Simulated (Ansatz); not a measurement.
One change: `[NH2][SbH][SH]` becomes `[CH3][SbH][NH2]`.

Ansatz, PBE0-D4/def2-TZVP geometries, multiplicity 1. Each molecule was computed in one conformer, which needn't be the lowest.

Elements past krypton have def2 core potentials.

| property | `[NH2][SbH][SH]` |
| --- | --- |
| zero-point energy (PBE0-D4/def2-TZVP) / kJ/mol | 109.2 |
| HOMO energy (ωB97M-V/def2-TZVPP) / eV | -9.15 |
| size of the dipole moment (B3LYP/def2-TZVPP) / D | 2.26 |
| size of the dipole moment (ωB97M-V/def2-TZVPP) / D | 2.27 |
| HOMO–LUMO gap (B3LYP/def2-TZVPP) / eV | 5.77 |
| LUMO energy (B3LYP/def2-TZVPP) / eV | -1.05 |

Question: Give the same properties after the change, and the shifts. (Estimate.)

Answer: The calculation gave: 
| property | `[CH3][SbH][NH2]` | shift |
| --- | --- | --- |
| zero-point energy (PBE0-D4/def2-TZVP) / kJ/mol | 180.2 | 71.0 |
| HOMO energy (ωB97M-V/def2-TZVPP) / eV | -9.02 | 0.13 |
| size of the dipole moment (B3LYP/def2-TZVPP) / D | 0.56 | -1.70 |
| size of the dipole moment (ωB97M-V/def2-TZVPP) / D | 0.62 | -1.65 |
| HOMO–LUMO gap (B3LYP/def2-TZVPP) / eV | 6.09 | 0.32 |
| LUMO energy (B3LYP/def2-TZVPP) / eV | -0.62 | 0.43 |

With PBE0 the HOMO rises by 0.17 eV and the LUMO rises by 0.47 eV, so the gap widens by about 0.30 eV. PBE moves the HOMO by 0.16 eV and ωB97M-V by 0.13 eV. The zero-point energy changes by 71.0 kJ/mol with +6 modes. Dipoles are sizes alone; their direction can turn.

B3LYP here is the variant with VWN-RPA as its local correlation; programs differ in this.

Spin–orbit coupling is left out; it splits and shifts lone-pair levels of the heavy atoms by tenths of an eV.
